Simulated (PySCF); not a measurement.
First SCF of a structure search on singlet LuO(OH), at a hand-made linear (heavy-atom frame) geometry. PySCF input:

```python
from pyscf import gto, scf, dft
mol = gto.M(atom='''
Lu     0.000000     0.000000     0.000000
O      0.000000     0.000000     1.880000
O      0.000000     0.000000    -2.250000
H      0.735400     0.000000    -2.867100''',
    basis={'Lu': 'def2-SVP', 'O': 'def2-SVP', 'H': 'def2-SVP'},
    ecp={'Lu': 'def2-SVP'},
    charge=0, spin=0)
mf = dft.RKS(mol, xc='B3LYP')
mf.grids.atom_grid = (50, 194)
aux = {'Lu': 'def2-universal-JKFIT', 'O': 'def2-universal-JKFIT', 'H': 'def2-universal-JKFIT'}
mf = mf.density_fit(auxbasis=aux)
mf.conv_tol = 1e-08
mf.diis_space = 10
mf.max_cycle = 60
mf.verbose = 4
# dm0: spherical densities of the free atoms in this basis, scaled to the electron count
mf.kernel(dm0)
```

Excerpt of the output (cycles and frontier levels):

```
init E= -1387.09267863483
  HOMO = -0.378206202639161  LUMO = -0.153115196690521  gap/eV = 6.12504
cycle= 1 E= -1386.55308417795  delta_E= 0.54  |g|= 1.89  |ddm|= 2.63
  HOMO = -0.136570551196695  LUMO = -0.0663016506037874  gap/eV = 1.91211
cycle= 2 E= -1374.33367318619  delta_E= 12.2  |g|= 6.72  |ddm|= 5.04
  HOMO = -0.155881029162607  LUMO = -0.0635541826935082  gap/eV = 2.51234
cycle= 3 E= -1387.13974817288  delta_E= -12.8  |g|= 0.424  |ddm|=  4.7
  HOMO = -0.210081201923252  LUMO = -0.140128271773488  gap/eV = 1.90352
cycle= 4 E= -1387.1638625135  delta_E= -0.0241  |g|= 0.458  |ddm|= 0.712
  HOMO = -0.204446108869815  LUMO = -0.130326851794933  gap/eV = 2.01689
cycle= 5 E= -1387.17965215892  delta_E= -0.0158  |g|= 0.227  |ddm|= 0.341
  HOMO = -0.204281968085074  LUMO = -0.12285194543604  gap/eV = 2.21582
cycle= 6 E= -1387.18966420262  delta_E= -0.01  |g|= 0.0591  |ddm|= 0.172
  HOMO = -0.212699188937953  LUMO = -0.121175145714389  gap/eV = 2.49050
cycle= 7 E= -1387.19002605105  delta_E= -0.000362  |g|= 0.0454  |ddm|= 0.0622
  HOMO = -0.209163520226947  LUMO = -0.121334441608898  gap/eV = 2.38995
cycle= 8 E= -1387.19039008333  delta_E= -0.000364  |g|= 0.0101  |ddm|= 0.0314
  HOMO = -0.209893333557187  LUMO = -0.121288540608592  gap/eV = 2.41106
cycle= 9 E= -1387.19040810072  delta_E= -1.8e-05  |g|= 0.00232  |ddm|= 0.00522
  HOMO = -0.209963191866703  LUMO = -0.121223624248671  gap/eV = 2.41473
cycle= 10 E= -1387.19040902383  delta_E= -9.23e-07  |g|= 0.000185  |ddm|= 0.00136
  HOMO = -0.209966625667559  LUMO = -0.121221160871428  gap/eV = 2.41489
cycle= 11 E= -1387.1904090321  delta_E= -8.27e-09  |g|= 4.33e-05  |ddm|= 0.000265
  HOMO = -0.209975554036085  LUMO = -0.12121971526928  gap/eV = 2.41517
Extra cycle  E= -1387.19040903174  delta_E= 3.6e-10  |g|= 8.71e-05  |ddm|= 0.000158
converged SCF energy = -1387.19040903174
```

No lower solution of this spin was found from smeared starts or by a stability analysis within the restricted form, which does not test spin polarisation.

Stability towards spin polarisation was not tested.

The search for the lowest solution, 3 starts and the stability check together, took 18 s on 2 threads of a shared Intel Xeon Platinum 8375C @ 2.90GHz (Ice Lake) host, with 114 basis functions; the process peaked at 0.53 GiB. Launch command: `OMP_NUM_THREADS=2 python axn.py task.json out`.
